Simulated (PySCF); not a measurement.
Ge(H)2(vinyl)2 (C₄H₈Ge), SMILES C=[CH][GeH2][CH]=C. Atoms are numbered in the order given.

```xyz
13

Ge     0.0000     0.0000     0.5065
C     -1.5365    -0.4785    -0.6025
C     -2.7040     0.1909    -0.5774
C      1.5365     0.4785    -0.6025
C      2.7040    -0.1909    -0.5774
H     -0.4338     1.1987     1.3974
H      0.4338    -1.1987     1.3974
H     -1.4241    -1.3357    -1.2915
H     -3.5555    -0.0919    -1.2214
H     -2.8663     1.0547     0.0910
H      1.4241     1.3357    -1.2915
H      3.5555     0.0919    -1.2214
H      2.8663    -1.0547     0.0910
```

Geometry: PBE-D3(BJ)/def2-SVP. Other conformers were not sampled.

Method: PBE-D3(BJ)/def2-SVP (PySCF).

Frequencies are harmonic and unscaled.

| mode | ν (cm⁻¹) | IR (km/mol) | moving atoms (share of kinetic energy) |
|---|---|---|---|
| 1 | 59 | 0.0 | C 60 %, H 26 %, Ge 14 % |
| 2 | 64 | 0.0 | C 55 %, H 38 % |
| 3 | 155 | 0.3 | H 48 %, C 41 %, Ge 12 % |
| 4 | 258 | 0.1 | C 68 %, H 32 % |
| 5 | 261 | 1.6 | C 44 %, H 44 %, Ge 12 % |
| 6 | 428 | 4.1 | H 82 %, C 14 % |
| 7 | 494 | 30.4 | H 53 %, C 32 %, Ge 15 % |
| 8 | 498 | 8.6 | H 54 %, C 45 % |
| 9 | 575 | 39.0 | C 53 %, H 33 %, Ge 14 % |
| 10 | 603 | 53.0 | C 50 %, H 34 %, Ge 16 % |
| 11 | 697 | 0.0 | H 87 %, C 12 % |
| 12 | 739 | 157.3 | H 91 % |
| 13 | 832 | 46.2 | H 99 % |
| 14 | 935 | 27.5 | H 72 %, C 28 % |
| 15 | 935 | 28.5 | H 72 %, C 28 % |
| 16 | 972 | 15.4 | H 83 %, C 16 % |
| 17 | 972 | 1.3 | H 84 %, C 16 % |
| 18 | 998 | 12.0 | H 93 % |
| 19 | 1000 | 9.8 | H 93 % |
| 20 | 1221 | 4.3 | H 74 %, C 26 % |
| 21 | 1222 | 1.9 | H 74 %, C 26 % |
| 22 | 1365 | 14.3 | H 85 %, C 15 % |
| 23 | 1366 | 1.6 | H 85 %, C 15 % |
| 24 | 1618 | 2.7 | C 87 %, H 13 % |
| 25 | 1623 | 0.0 | C 87 %, H 13 % |
| 26 | 2056 | 96.1 | H 99 % |
| 27 | 2067 | 124.6 | H 98 % |
| 28 | 3044 | 30.6 | H 95 % |
| 29 | 3044 | 0.0 | H 95 % |
| 30 | 3073 | 7.1 | H 92 %, C 8 % |
| 31 | 3074 | 3.7 | H 92 %, C 8 % |
| 32 | 3136 | 10.0 | H 89 %, C 11 % |
| 33 | 3136 | 8.9 | H 89 %, C 11 % |
